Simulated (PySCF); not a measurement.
Gas-phase reaction: 2 Se(CH₃)₂ + 6 C ⇌ CSe₂ + 3 C₃H₄ (propyne)

Method: PySCF energies plus ideal-gas RRHO corrections (1 bar). † marks an energy on the PBE0/def2-TZVP geometry and frequencies; other levels use their own. CCSD(T) freezes the core. Open shells (unrestricted): C (multiplicity 3); the rest are closed-shell singlets. Spin-orbit splitting is ignored; it lowers the true energy and changes the entropy of C. Se: all electrons, no relativistic terms. CCSD(T) isn't extrapolated to the basis-set limit.

CCSD(T)/def2-TZVPP† gives ΔH°(298 K) = -3365 kJ.

Task: What do BLYP/def2-TZVP†, PBE0/def2-SVP†, PBE0/def2-TZVP give?

Result: BLYP/def2-TZVP†: -3575 kJ; PBE0/def2-SVP†: -3608 kJ; PBE0/def2-TZVP: -3553 kJ. For scale, ΔH°(298 K) is -3365 kJ at this level, -3478 kJ at ωB97M-V/def2-TZVP†, and runs from -4825 to -2326 kJ over the 20 levels computed.
